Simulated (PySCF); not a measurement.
Species: C3H7GeN3.
Z-matrix (Å and degrees, PBE0-D3(BJ)/def2-SVP geometry), rows numbered from 1:
```
C 
C   1  1.4887
C   2  1.3800  1  130.90
N   3  1.3583  2  104.78  1   179.42
Ge  4  1.8809  3  131.42  2   177.94
N   4  1.3414  3  109.93  2     0.21
N   6  1.2874  4  108.19  3    -0.18
H   1  1.1011  2  111.83  3   -64.70
H   1  1.0983  2  108.83  3   175.94
H   1  1.1005  2  111.90  3    56.19
H   3  1.0873  2  132.33  1    -0.23
H   5  1.5254  4  105.20  3   164.88
H   5  1.5342  4  106.03  3    44.51
H   5  1.5339  4  107.63  3   -74.26
```

The computed photoelectron lines, unassigned: C 1s: 290.89 (area 1), 290.92 (area 1), 291.14 (area 1) eV; N 1s: 404.79 (area 1), 405.66 (area 1), 406.24 (area 1) eV.

Method used: delta-SCF UKS SCAN, pcX-2 on the ionised atom, pcseg-1 elsewhere, spin-free X2C (PySCF 2.14.0). Isolated species at its PBE0-D3(BJ)/def2-SVP geometry, gas phase.

Task: Order the nitrogen atoms by N 1s binding energy.

Result: 404.79 eV: N7 (pyridine-type nitrogen); 405.66 eV: N6 (pyridine-type nitrogen); 406.24 eV: N4 (pyrrole-type nitrogen). Lowest listed N 1s: N7, bonded to N (aromatic in the SMILES) and C (aromatic in the SMILES). Highest, 1.45 eV above it: N4, bonded to N (aromatic in the SMILES), C (aromatic in the SMILES) and Ge.

Bonded neighbours of each site: C1: C and 3 H; C2: N (aromatic in the SMILES), C (aromatic in the SMILES) and C; C3: N (aromatic in the SMILES), C (aromatic in the SMILES) and H; N4: N (aromatic in the SMILES), C (aromatic in the SMILES) and Ge; N6: 2 N (aromatic in the SMILES); N7: N (aromatic in the SMILES) and C (aromatic in the SMILES).

Task: Express the binding energy of C 1s of C2 in atomic units and per mole.

Result: 290.92 eV = 10.6911 Eh = 28070 kJ/mol.

No level of germanium is listed.
